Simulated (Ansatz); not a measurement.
Consider the formal exchange of groups at a Mo–F bond: `[NH]=[Mo](=[NH])([NH2])[F]` + `CC(=N)CCl` → `[NH]=[Mo](=[NH])([NH2])[Cl]` + `CC(=N)CF`.

Computed with Ansatz on PBE0-D4/def2-TZVP structures; ΔE is electronic, products minus reactants. CCSD(T)/CBS adds triple-zeta CCSD(T) − MP2 to the extrapolated MP2 energy (def2 sets, frozen cores). DFT in def2-TZVPP. B3LYP here is the variant with VWN-RPA as its local correlation; programs differ in this. def2 core potentials past Kr. For Mo outer-core shells are correlated without core-valence functions, which leaves a few kJ/mol of doubt a bond. One conformer a species, not always the lowest.

`[NH]=[Mo](=[NH])([NH2])[F]`:

Cartesian coordinates in Å:
```
N -1.424 0.866 -0.454
Mo 0.025 0.386 0.348
N -0.246 -0.918 1.442
N 1.220 -0.274 -1.015
F 0.737 1.846 1.278
H -2.415 0.831 -0.653
H -0.808 -1.600 1.932
H 1.800 -1.089 -0.886
H 1.112 -0.049 -1.992
```

`CC(=N)CCl`:

```xyz
11

C     1.144   -0.058    0.537
C    -0.314    0.166    0.287
N    -1.139    0.703    1.084
C    -0.873   -0.327   -1.018
Cl   -0.010    0.363   -2.421
H     1.422    0.262    1.542
H     1.744    0.491   -0.192
H     1.396   -1.116    0.418
H    -0.680    0.968    1.956
H    -1.919   -0.042   -1.095
H    -0.771   -1.411   -1.097
```

`[NH]=[Mo](=[NH])([NH2])[Cl]`:

```xyz
9

N     1.236   -0.383    1.147
Mo   -0.013    0.384    0.242
N     0.578    1.084   -1.217
N    -1.281   -0.980   -0.251
Cl   -0.943    2.039    1.527
H     2.195   -0.631    1.350
H     1.299    1.365   -1.868
H    -1.728   -1.012   -1.155
H    -1.344   -1.867    0.224
```

`CC(=N)CF`:

Z-matrix (Å, degrees):
```
C
C 1 1.495
H 1 1.094 2 110.9
H 1 1.088 2 109.5 3 -120.6
H 1 1.094 2 110.9 3 118.8
N 2 1.263 1 121.1 3 120.3
C 2 1.506 1 114.9 3 -59.6
H 6 1.021 2 110.1 1 -180.0
F 7 1.374 2 111.5 1 180.0
H 7 1.096 2 110.1 1 59.6
H 7 1.096 2 110.1 1 -59.7
```

```json
{"level": "PBE-D4", "ΔE (kJ/mol)": "5.1", "difference from CCSD(T)/CBS": "6.4"}
{"level": "PBE0-D4", "ΔE (kJ/mol)": "-0.4", "difference from CCSD(T)/CBS": "0.9"}
{"level": "B3LYP-D4", "ΔE (kJ/mol)": "1.3", "difference from CCSD(T)/CBS": "2.6"}
{"level": "ωB97X-V", "ΔE (kJ/mol)": "5.7", "difference from CCSD(T)/CBS": "7.0"}
{"level": "ωB97M-V", "ΔE (kJ/mol)": "4.1", "difference from CCSD(T)/CBS": "5.4"}
{"level": "B2PLYP", "ΔE (kJ/mol)": "-3.1", "difference from CCSD(T)/CBS": "-1.8"}
{"level": "PBE", "ΔE (kJ/mol)": "5.2", "difference from CCSD(T)/CBS": "6.5"}
{"level": "HF/def2-TZVPP", "ΔE (kJ/mol)": "-8.2", "difference from CCSD(T)/CBS": "-6.9"}
{"level": "SCS-MP2/def2-TZVPP", "ΔE (kJ/mol)": "-9.7", "difference from CCSD(T)/CBS": "-8.4"}
{"level": "CCSD(T)/def2-TZVPP", "ΔE (kJ/mol)": "-2.9", "difference from CCSD(T)/CBS": "-1.6"}
{"level": "CCSD(T)/CBS", "ΔE (kJ/mol)": "-1.3", "difference from CCSD(T)/CBS": "0"}
```

Largest T1 diagnostic among the species: 0.022, so the coupled-cluster value is less sure than usual.

From PBE to PBE0 (25 % exact exchange), in def2-TZVPP and without D4, ΔE moves by −5.4 kJ/mol.
